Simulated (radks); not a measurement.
The numbers below are computed, except where a source is named.
Question: Species: C+. Configuration: [He] 2s2 2p1. Code: a radial shooting solver on a logarithmic mesh with Libxc functionals. Model: scalar-relativistic Kohn-Sham, exchange-only PBE, spin-polarised, spherical densities, finite nucleus; open shells are filled with parallel spins first; Fermi nuclear charge, rms radius 2.4702 fm. Some entries of the table are withheld. Estimate them.

orbital,occ.,eigenvalue (hartree),<r> (bohr),r(max) (bohr)
1s up,1,-10.57657,0.2709,0.1739
1s down,1,-10.55427,0.2704,0.1738
2s up,1,(1),(2),(3)
2s down,1,(4),(5),(6)
2p up,1,-0.62613,1.495,1.094

Answer: 
(1) 2s up eigenvalue (hartree): -0.94488
(2) 2s up <r> (bohr): 1.457
(3) 2s up r(max) (bohr): 1.165
(4) 2s down eigenvalue (hartree): -0.86547
(5) 2s down <r> (bohr): 1.490
(6) 2s down r(max) (bohr): 1.177
